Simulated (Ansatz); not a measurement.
`[F][Mo]([Cl])([Cl])([Cl])([Cl])[Cl]`. The species carries charge 0 and has multiplicity 1. Mo takes the def2 core potential.

```xyz
7

F    -0.8868   -1.3976    0.8709
Mo   -0.0116   -0.0183    0.0114
Cl    1.0600    1.6707   -1.0411
Cl    1.4156    0.0957    1.7780
Cl    1.3328   -1.5659   -0.9727
Cl   -1.4964   -0.2231   -1.6987
Cl   -1.4136    1.4385    1.0521
```

Q: What are the harmonic wavenumbers in cm⁻¹ at PBE0-D4/def2-TZVP (Ansatz, finite differences of forces, unscaled)? (Best estimate.)

A: Computed: 76, 81, 81, 179, 183, 183, 206, 243, 243, 319, 353, 399, 399, 411, 657.

Q: Is this a minimum?

A: Yes, all 15 modes are real.

Q: Give the ideal-gas thermochemistry at 298.15 K and 1 bar (rigid rotor, harmonic oscillator; point group C4v, symmetry number 4).

A: Zero-point energy 24.0 kJ/mol; H(298) − E = 53.5 kJ/mol; entropy 422.9 J/(mol·K), of which translation 179.7, rotation 117.7, vibration 125.6; G(298) − E = -72.6 kJ/mol. Modes under 100 cm⁻¹ are hindered rotations or soft bends, so the harmonic entropy is rough.

Q: And at 400, 500, 600, 800 and 1000 K?

A: 
```tsv
T (K)	H − E (kJ/mol)	S (J/mol/K)	G − E (kJ/mol)
400	68.1	465.1	-117.9
500	83.0	498.2	-166.2
600	98.1	525.9	-217.4
800	128.9	570.1	-327.2
1000	160.0	604.8	-444.8
```

Q: Rotational constants (cm⁻¹)?

A: 0.02772, 0.02772, 0.02301.
